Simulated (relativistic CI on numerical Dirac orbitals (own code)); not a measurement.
Sensitivity of the levels of Tc6+ to α and to the nuclear radius

These numbers are calculated, not measured: Dirac-Coulomb-Breit CI, KLI orbitals optimised for each configuration, derivatives by finite differences, unscaled Slater integrals, QED left out (own radial code, finite nucleus).

Configuration list (outside the closed core [Ar] 3d10): 4s2.4p6.4d, 4s2.4p6.5s, 4s2.4p6.4f, 4s2.4p5.4d2, 4s2.4p6.5p, 4s2.4p6.5d, 4s.4p6.4d2. Double excitations out of closed p, d and f shells are left out; levels of such configurations are missing from the list, as are those of other unlisted configurations, and high levels can miss mixing partners.

With x = (α/α₀)² − 1 an excitation energy changes as ω = ω₀ + qx; K = 2q/ω₀ is the relative enhancement. Terms are leading LS components, so labels can repeat. The field-shift factor is F = δν/δ⟨r²⟩ for the transition from the lowest level.

Lowest level 4s2.4p6.4d 2D_3/2.

```csv
Level,ω₀ (cm⁻¹),q (cm⁻¹),K,F (GHz/fm²)
4s2.4p6.4d 2D_5/2,3268,3179,1.95,0.037
4s2.4p6.5s 2S_1/2,169567,-13770,-0.162,9.93
4s2.4p6.5p 2P°_1/2,240532,-11110,-0.0924,1.97
4s2.4p6.5p 2P°_3/2,246721,-4567,-0.037,1.89
4s2.4p6.4f 2F°_5/2,310157,769.1,0.00496,1.64
4s2.4p5.4d2 4D°_1/2,310800,5424,0.0349,1.07
4s2.4p6.4f 2F°_7/2,311145,1553,0.00998,1.64
4s2.4p5.4d2 4D°_3/2,312081,6311,0.0404,1.08
4s2.4p5.4d2 4D°_5/2,314255,7791,0.0496,1.09
4s2.4p5.4d2 4D°_7/2,317802,10610,0.0668,1.09
4s2.4p5.4d2 4G°_11/2,327306,7222,0.0441,1.2
4s2.4p5.4d2 4G°_9/2,328248,6159,0.0375,1.16
4s2.4p5.4d2 4P°_5/2,329374,7207,0.0438,1.14
4s2.4p5.4d2 4G°_7/2,330561,6852,0.0415,1.12
4s2.4p5.4d2 4G°_5/2,332867,6421,0.0386,1.13
4s2.4p5.4d2 4P°_3/2,333700,9786,0.0587,1.09
4s2.4p5.4d2 4F°_3/2,337225,5801,0.0344,1.13
4s2.4p5.4d2 4P°_1/2,337861,13850,0.082,1.04
4s2.4p5.4d2 2D°_5/2,340122,8346,0.0491,1.19
4s2.4p5.4d2 4F°_9/2,341928,10170,0.0595,1.19
4s2.4p5.4d2 4F°_7/2,343422,8896,0.0518,1.14
4s2.4p5.4d2 4F°_3/2,347219,13510,0.0778,1.07
4s2.4p5.4d2 4F°_5/2,349099,15680,0.0898,1.07
```

At this charge configurations can still be misplaced by up to about 7 % of their energy.
